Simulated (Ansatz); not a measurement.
```yaml
crystal:
  periodic: [false, false, false]
  atoms:
    - {symbol: C, position_ang: [-1.455721, 0.402421, -0.840550]}
    - {symbol: C, position_ang: [-0.608421, -0.139775, 0.279095]}
    - {symbol: C, position_ang: [0.656220, -0.923130, -0.163171]}
    - {symbol: Si, position_ang: [1.532513, 0.374764, 0.857464]}
    - {symbol: O, position_ang: [-0.018687, 0.952875, 1.041927]}
    - {symbol: H, position_ang: [-2.242390, 1.048284, -0.445540]}
    - {symbol: H, position_ang: [-1.921306, -0.417108, -1.394298]}
    - {symbol: H, position_ang: [-0.845534, 0.987941, -1.533118]}
    - {symbol: H, position_ang: [-1.223046, -0.734644, 0.963223]}
    - {symbol: H, position_ang: [0.822760, -0.892797, -1.240157]}
    - {symbol: H, position_ang: [0.691558, -1.955929, 0.179550]}
    - {symbol: H, position_ang: [2.173517, -0.061328, 2.128277]}
    - {symbol: H, position_ang: [2.459033, 1.323626, 0.182199]}
basis:
  gaussian: {orbitals: cc-pVDZ, nuclear_model: gaussian}
total_charge: 4
hamiltonian: {xc: {name: r2SCAN50}}
```

```sh
$ ansatz run in.yaml --threads 4 --pin off --events-out ev --progress --plain --max-ram 10444MiB
```

Output, abridged:

```
Functional definition: r2SCAN50
1533 factors; their error is unknown
mean field evaluation 1: about -13014.4009 eV, gradient 1.4e2 eV
mean field evaluation 2: about -12455.1596 eV, gradient 3.9e2 eV
mean field evaluation 4: about -13027.9547 eV, gradient 1.0e2 eV
mean field evaluation 8: about -13081.0013 eV, gradient 9.1e-1 eV
mean field evaluation 16: about -13081.1534 eV, gradient 4.6e-2 eV
mean field -13081.15348478 eV, -480.7235238415 hartree, gradient 4.5e-5 eV, S^2 0.000000; 0 other end points of the search recorded, 0 dependent functions left out
reference -13081.15349033 eV, -480.7235240454 hartree; 22, 22 occupied and 92, 92 virtual orbitals, 1533 factors
Total energy: -13081.15349033 eV, -480.7235240454 hartree
```

(1) What is wrong with this run?

## Answers

(1) The charge is far from anything that the molecule holds. The calculation finished and met its thresholds. The result belongs to that input, not to the molecule as meant.
